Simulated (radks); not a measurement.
The numbers below are computed, except where a source is named.
All-electron atom: Hf XII in [Kr] 4d10 4f12 5s2 5p1.

Level of theory: Dirac Kohn-Sham, LDA (Slater exchange, Perdew-Wang correlation), spin-unpolarised, spherical densities, finite nucleus; open shells fill j = l - 1/2 first; Fermi nuclear charge, rms radius 5.347 fm (a radial shooting solver on a logarithmic mesh with Libxc functionals).

Energy parts (eV):
| part | energy |
|---|---|
| total | -409493.91 |
| kinetic | 457888.01 |
| electron-nucleus | -1007396.72 |
| Hartree | 147990.06 |
| exchange-correlation | -7975.25 |

Orbitals (lengths in bohr, moments of r in powers of bohr; <r^-3> diverges for s and p1/2):
| orbital | occ. | eigenvalue (eV) | <r^-3> | <1/r> | <r^2> | small-component weight |
|---|---|---|---|---|---|---|
| 1s1/2 | 2 | -65331.49 | - | 83.71 | 0.0004959 | 7.32e-02 |
| 2s1/2 | 2 | -11339.35 | - | 20.29 | 0.007592 | 1.65e-02 |
| 2p1/2 | 2 | -10845.57 | - | 20.27 | 0.005435 | 1.66e-02 |
| 2p3/2 | 4 | -9654.919 | 14840 | 17.22 | 0.006641 | 1.51e-02 |
| 3s1/2 | 2 | -2741.915 | - | 7.444 | 0.04976 | 5.40e-03 |
| 3p1/2 | 2 | -2521.893 | - | 7.365 | 0.04574 | 5.35e-03 |
| 3p3/2 | 4 | -2266.730 | 3317 | 6.578 | 0.05241 | 4.91e-03 |
| 3d3/2 | 4 | -1891.984 | 571.3 | 6.472 | 0.04080 | 4.80e-03 |
| 3d5/2 | 6 | -1836.267 | 490.5 | 6.284 | 0.04264 | 4.68e-03 |
| 4s1/2 | 2 | -713.1764 | - | 3.137 | 0.2461 | 1.78e-03 |
| 4p1/2 | 2 | -622.7551 | - | 3.031 | 0.2541 | 1.70e-03 |
| 4p3/2 | 4 | -563.4798 | 771.3 | 2.757 | 0.2895 | 1.53e-03 |
| 4d3/2 | 4 | -413.9867 | 116.5 | 2.550 | 0.3150 | 1.35e-03 |
| 4d5/2 | 6 | -402.9789 | 98.13 | 2.485 | 0.3278 | 1.30e-03 |
| 4f5/2 | 6 | -215.7768 | 18.39 | 2.083 | 0.4247 | 9.54e-04 |
| 4f7/2 | 6 | -213.7423 | 17.65 | 2.060 | 0.4338 | 9.38e-04 |
| 5s1/2 | 2 | -245.9590 | - | 1.332 | 1.163 | 4.90e-04 |
| 5p1/2 | 1 | -215.5874 | - | 1.246 | 1.307 | 4.40e-04 |
| 5p3/2 | 0 | -203.4121 | 161.3 | 1.166 | 1.452 | 4.06e-04 |

The highest occupied level is 4f7/2 at -213.74 eV. The density falls to 0.001 e/bohr^3 at r = 2.17 bohr. The electron density at the nucleus is 1.204e+06 e/bohr^3.
